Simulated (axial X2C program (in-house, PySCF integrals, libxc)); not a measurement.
**TmH: cheaper levels and CCSD(T), with spin–orbit coupling**

Calculated with an in-house all-electron X2C program for linear molecules (integrals from PySCF). Two-component (2c) means X2C with spin–orbit coupling and atomic mean-field two-electron Coulomb and Gaunt terms. Basis: Tm dyall-cv3z [13s14p10d7f3g], H dyall-v3z [6s2p1d] (cores contracted in-house); Gaussian nuclei, density fitting, unrestricted open shells. Masses: Tm 168.934 u, H 1.008 u.

State: Ω = 3 (⟨Sz⟩ = 0.88, ⟨Lz⟩ = 2.12 at HF); fragments Tm + H.

| level | Re (Å) | ωe (cm⁻¹) |
| --- | --- | --- |
| PBE0 | 2.037 | 1227.7 |
| HF | 2.130 | 1227.8 |
| MP2 | 2.022 | 1309.7 |
| CCSD | 2.073 | 1250.0 |
| PBE | 2.008 | 1251.7 |
| BHandHLYP | 2.067 | 1239.2 |
| BLYP | 2.014 | 1236.6 |

Correlated methods: 24 electrons correlated (number of frozen shells: Tm 4 s, 3 p, 2 d; H none), 234 virtual spin orbitals or spinors in MP2, 140 natural virtuals in coupled cluster.

CCSD(T), same Hamiltonian and basis:

Re = 2.067 Å, ωe = 1251.4 cm⁻¹; T1 = 0.023 (Lee–Taylor normalisation).

Give the differences from CCSD(T) in the columns below.



| level | ΔRe (Å) | Δωe (cm⁻¹) |
| --- | --- | --- |
| PBE0 | -0.030 | -24 |
| HF | 0.063 | -24 |
| MP2 | -0.045 | 58 |
| CCSD | 0.006 | -1 |
| PBE | -0.059 | 0 |
| BHandHLYP | 0.000 | -12 |
| BLYP | -0.053 | -15 |

Occupations by symmetry block were frozen at the best pattern of an incomplete PBE0 search. De is not given where an atomic determinant may have missed its ground term or J level, or where the truncated virtual space spoils (T). Density functionals use the spin component along the axis (collinear). Coupled cluster ran in a truncated set of natural virtual spinors; the MP2 energy of the rest was added. (T) has no such correction and the atoms are truncated less, which lowers De at CCSD(T) by a hundredth of an eV or more. Without a current term, density functionals place determinants with orbital angular momentum somewhat too high. With several unpaired electrons one determinant need not be a pure state. A state of lower Ω lies just above, and one determinant can place such states too high, so the state shown need not be the lowest. The search has Ω = 2 only 0.03 eV up. Some points did not converge and are left out. The stretched end of a curve changes character and is left out. The lowest spin-free determinant has another configuration (M_S = 1, Λ = 0), so the order of states is uncertain and this need not be the ground state.
